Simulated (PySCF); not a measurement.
BH₃S₃. Atoms are numbered in the order given.

```xyz
7

B      0.0075    -0.0117     0.0000
S     -1.6325     0.7546     0.0000
H     -1.2114     2.0379     0.0000
S      0.0074    -1.8202     0.0000
H      1.3438    -2.0023     0.0000
S      1.4632     1.0603     0.0000
H      2.4199     0.1081     0.0000
```
Charge 0, spin multiplicity 1.

Geometry optimised at PBE0-D3(BJ)/def2-SVP. The values are those of a single conformer.

These are M06-2X/def2-TZVP (PySCF) values and carry that method's errors.

Isolated molecule, no solvent.

```
Property                                                                                                       Result
---------------------------------------------------------------------------------------------  ----------------------
total energy                                                                                      -1221.29537 hartree
point group                                                                                                        Cs
highest occupied level                                                                                       -8.67 eV
lowest empty level                                                                                            0.06 eV
orbital gap                                                                                                   8.74 eV
dipole moment                                                                                                  1.66 D
quadrupole, principal values (traceless, Buckingham form, about the centre of nuclear charge)  -5.87, -3.72, 9.59 D·Å
mean static polarisability                                                                      71.0 bohr³ (10.52 Å³)
polarisability, principal values                                                               49.3, 79.9, 83.7 bohr³
```
